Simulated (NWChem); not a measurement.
Si2H3ClF2; SMILES F[Si](F)([SiH3])Cl

Q: Give the equilibrium geometry at PBE-D3(BJ)/def2-SVP (NWChem) as a Z-matrix, with the point group.

A: point group Cs; any orientation.
```
Si
F 1 1.6279
F 1 1.6279 2 106.48
Cl 1 2.0620 2 108.01 3 -115.81
Si 1 2.3353 2 111.43 3 121.70
H 5 1.5015 1 108.24 2 60.84
H 5 1.5015 6 110.04 1 -118.09
H 5 1.5019 6 110.21 7 -121.73
```
